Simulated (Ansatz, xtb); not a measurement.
## Relative energy of two structures of C3H10BGa

Structure X is a singlet given by its coordinates and structure Y is `B[CH2][GaH][CH2]C`, a singlet. Both are isolated molecules in the gas phase, relaxed with PBE0-D3(BJ)/def2-SVP; the shapes shown needn't be the lowest conformers.

X (Å):

```json
{"atom": "C", "x (Å)": "0.3377", "y (Å)": "1.5567", "z (Å)": "-1.3336"}
{"atom": "C", "x (Å)": "0.7294", "y (Å)": "2.6978", "z (Å)": "-2.2561"}
{"atom": "C", "x (Å)": "1.3416", "y (Å)": "0.1672", "z (Å)": "1.7455"}
{"atom": "B", "x (Å)": "-0.9770", "y (Å)": "1.4961", "z (Å)": "-0.5970"}
{"atom": "Ga", "x (Å)": "1.4309", "y (Å)": "1.5892", "z (Å)": "0.4002"}
{"atom": "H", "x (Å)": "-1.6370", "y (Å)": "2.5028", "z (Å)": "-0.4261"}
{"atom": "H", "x (Å)": "-1.3433", "y (Å)": "0.4673", "z (Å)": "-0.0667"}
{"atom": "H", "x (Å)": "0.7309", "y (Å)": "0.5679", "z (Å)": "-1.6492"}
{"atom": "H", "x (Å)": "0.3439", "y (Å)": "2.5197", "z (Å)": "-3.2736"}
{"atom": "H", "x (Å)": "0.2960", "y (Å)": "3.6485", "z (Å)": "-1.9103"}
{"atom": "H", "x (Å)": "1.8182", "y (Å)": "2.8437", "z (Å)": "-2.3464"}
{"atom": "H", "x (Å)": "2.4581", "y (Å)": "2.7826", "z (Å)": "0.4469"}
{"atom": "H", "x (Å)": "0.6413", "y (Å)": "0.4793", "z (Å)": "2.5393"}
{"atom": "H", "x (Å)": "2.3177", "y (Å)": "-0.0210", "z (Å)": "2.2163"}
{"atom": "H", "x (Å)": "0.9518", "y (Å)": "-0.7681", "z (Å)": "1.3174"}
```

Close contacts (Å): C1–C2 1.52, C1–B4 1.51, C1–Ga5 2.05, C3–Ga5 1.96, B4–Ga5 2.61, C1–H8 1.11, C2–H9 1.10, C2–H10 1.10, C2–H11 1.10, C3–H13 1.10, C3–H14 1.10, C3–H15 1.10, B4–H6 1.22, B4–H7 1.21, Ga5–H12 1.58.

Y (Å):

```xyz
15

C    -2.2805    1.3650   -0.3333
C     0.9878    0.4547   -0.7695
C     2.4177    0.8930   -1.0646
B    -2.4144    1.5300    1.1686
Ga   -0.3506    1.8927   -0.6020
H    -2.6797    2.6088    1.6567
H    -2.1596    0.6111    1.9204
H    -2.3274    0.3419   -0.7349
H    -2.8061    2.1039   -0.9587
H    -0.0097    3.4232   -0.7430
H     0.9338   -0.1227    0.1722
H     0.6171   -0.2424   -1.5430
H     2.8099    1.5640   -0.2838
H     2.4899    1.4410   -2.0175
H     3.1084    0.0361   -1.1313
```

Quicker runs give these differences E(Y) − E(X): GFN2-xTB +1.85 kcal/mol; HF/STO-3G −2.47 kcal/mol (at GFN2-xTB geometries); r2SCAN-D4/def2-SVP +1.01 kcal/mol (at GFN2-xTB geometries).

Question: Estimate which is lower in electronic energy at CCSD(T)/def2-SVP + ΔMP2/def2-TZVPP, and by roughly how much.

Answer: Not settled: CCSD(T)/def2-SVP + ΔMP2/def2-TZVPP gives E(Y) − E(X) = +1.27 kcal/mol, but this leans on the basis-set step: CCSD(T) alone gives +0.50 kcal/mol.

The same difference at several levels:

```tsv
level	geometry	E(Y) − E(X) (kcal/mol)	departure from the last row (kcal/mol)	job, with rough time for the two
GFN2-xTB	GFN2-xTB	+1.85	+0.58	optimisation, 0.48 s
HF/STO-3G	GFN2-xTB	−2.47	−3.74	single point, 1.4 s
r2SCAN-D4/def2-SVP	GFN2-xTB	+1.01	−0.26	single point, 3.9 s
PBE0-D3(BJ)/def2-SVP	PBE0-D3(BJ)/def2-SVP	+0.99	−0.29	optimisation, 1.8 min
HF/def2-SVP	PBE0-D3(BJ)/def2-SVP	−1.82	−3.09	part of the CCSD(T) run
MP2/def2-SVP	PBE0-D3(BJ)/def2-SVP	+0.68	−0.59	part of the CCSD(T) run
CCSD(T)/def2-SVP	PBE0-D3(BJ)/def2-SVP	+0.50	−0.77	single point
CCSD(T)/def2-SVP + ΔMP2/def2-TZVPP	PBE0-D3(BJ)/def2-SVP	+1.27		single point, 52 s
```

HF/STO-3G, HF/def2-SVP put the two in the other order. The largest departure from CCSD(T)/def2-SVP + ΔMP2/def2-TZVPP is that of HF/STO-3G, 3.74 kcal/mol. The last row adds to CCSD(T) the change of the MP2 difference between the two basis sets, here +0.77 kcal/mol.

With thermal terms from frequencies at re-optimised GFN2-xTB minima (ideal gas, soft modes damped towards free rotors, one conformer each, 298.15 K, 1 atm): on the last row, ΔE + ΔZPE = +1.69, ΔH = +1.63, ΔG = +1.65 kcal/mol.

The correlated steps freeze 13 core orbitals; the filled d shell of Ga is correlated, in a basis made for valence electrons. Codes used: Ansatz 0.2.0, xtb 6.7.1; the last row on 2 threads of Intel(R) Xeon(R) 6975P-C (Granite Rapids) on a shared host.
